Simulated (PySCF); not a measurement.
**What settings do to a single point of Eu2H4**

The sound run of Eu2H4 (singlet in the valence; each metal's 4f electrons, 7 of them, lie in its core potential, out of spins and levels) uses PySCF 2.14.0, RKS PBE0, Eu lcecp-0-SVP with ECP53, H def2-SVP; non-relativistic Hamiltonian with scalar-relativistic core potentials where named; density fitting; no spin-orbit coupling, grid (50, 194), threshold 1e-8 Eh and 55 cycles, at the relaxed geometry:

```xyz
6

Eu    0.0000    0.7005    1.7459
Eu    0.0000   -0.7005   -1.7459
H     1.4063    0.0000    0.0000
H    -1.4063    0.0000    0.0000
H     0.0000   -0.5425    3.5414
H     0.0000    0.5425   -3.5414
```

There Eu1 has a Mulliken charge of 0.52 e and the dipole about the centre of mass is 0.00 D. Each run below changes one thing and starts from free metal ions and neutral atoms unless it says otherwise; with 55 cycles, smearing, a level shift and second-order steps follow where DIIS fails, and their cycles count. Energy shifts count from the sound run. On f atoms grids over 110 angular points are at least (60, 302).

| change | outcome | cycles | energy shift (eV) | largest force component (eV/Å) | charge on Eu1 (e) | dipole about the centre of mass (D) |
| --- | --- | --- | --- | --- | --- | --- |
| start from the bare core Hamiltonian, limit 58 cycles | converged | 10 | 0.0000 | 0.01 | 0.52 | 0.00 |

(1) One further run converged with energy shift (eV) 0.15, largest force component (eV/Å) 0.59, charge on Eu1 (e) 0.54, dipole about the centre of mass (D) 0.00. Which change was it?
A. charge changed by +1, spin kept, limit 81 cycles
B. threshold 0.001
C. all coordinates × 1.05

(2) And the other changes listed?

Forces carry noise of the integration grid, about 0.01 to 0.03 eV/Å.

An lcecp potential fixes the number of 4f electrons, so in runs with it no electron can move into or out of that shell.

Answers

(1) C.

(2) 
| change | outcome | cycles | energy shift (eV) | largest force component (eV/Å) | charge on Eu1 (e) | dipole about the centre of mass (D) |
| --- | --- | --- | --- | --- | --- | --- |
| threshold 0.001 | converged | 5 | 0.0001 | 0.00 | 0.52 | 0.00 |
| charge changed by +1, spin kept, limit 81 cycles | refused | – | – | – | – | – |
